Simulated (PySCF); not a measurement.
A survey of 33S NMR shifts

PySCF 2.14.0 with density-fitted response routines calculation with σ from GIAO-PBE0/pcSseg-1 and GFN2-xTB structure; relativity neglected, one conformer, no solvent, one averaged value for each set of equivalent atoms.

Shieldings were converted by a linear fit to measured shifts: 33S: δ = 158.28 − 0.937σ (rms 33.3 ppm, 20 shifts vs sulfate, solution or neat liquid). Occasional misses reach two or three times the rms, and more in compound classes unlike the fitted ones.

Problem. Give the 33S shifts of `CCC(CC)SC`, `C=CCC=C=S`.

Solution. 
```json
{"compound": "CCC(CC)SC", "environment": "sulfide sulfur", "δ (ppm)": "-386"}
{"compound": "C=CCC=C=S", "environment": "thione sulfur", "δ (ppm)": "37"}
```

Problem. Order these by 33S shift, lowest first.
A. C=CCC=C=S
B. [H]/N=C(\CCS[SiH3])C1CC1
C. C=N[SiH2]C/C(C)=C\SC
D. CCC[C@H](C)CS

Solution. B (-489 ppm, sulfur bonded to C, Si), D (-404 ppm, thiol sulfur), C (-325 ppm, sulfide sulfur), A (38 ppm, thione sulfur).
